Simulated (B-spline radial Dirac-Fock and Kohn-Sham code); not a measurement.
Diagram lines of Pd⁺

System: the Pd⁺ ion, configuration [Kr] 4d7 5s2 (not the ground configuration).

Input file task.json (cfg lists n, l and occupation; rrms is the nuclear radius in fm):

```json
{"items": [{
  "Z": 46,
  "q": 1,
  "cfg": [[1, 0, 2], [2, 0, 2], [2, 1, 6], [3, 0, 2], [3, 1, 6], [3, 2, 10], [4, 0, 2], [4, 1, 6], [4, 2, 7], [5, 0, 2]],
  "A": 106,
  "rrms": 4.5318,
  "do": ["binding"]
}]}
```

Launch: `python xray_run.py task.json out`

Calculated with an atomic code on a B-spline grid, using Dirac-Fock ΔSCF + Breit + QED. A line energy is the difference of two single-hole energies; the list is a selection of electric-dipole transitions between resolved j subshells. No correlation.

| line | energy (keV) | wavelength (Å) |
| --- | --- | --- |
| Kβ2' | 24.299 | 0.51024 |
| Kβ2'' | 24.295 | 0.51034 |
| Kβ1 | 23.815 | 0.52061 |
| Kβ3 | 23.787 | 0.52123 |
| Kα1 | 21.175 | 0.58553 |
| Kα2 | 21.018 | 0.58990 |
| Lγ3 | 3.5607 | 3.4821 |
| Lγ2 | 3.5561 | 3.4865 |
| Lγ5 | 3.2400 | 3.8267 |
| Lβ7 | 3.1894 | 3.8874 |
| Lβ6 | 3.0829 | 4.0217 |
| Lβ3 | 3.0766 | 4.0299 |
| Lβ4 | 3.0485 | 4.0670 |
| Lα1 | 2.8402 | 4.3654 |
| Lη | 2.6587 | 4.6634 |
| Lℓ | 2.5016 | 4.9563 |
| Mζ1 | 0.2841 | 43.639 |
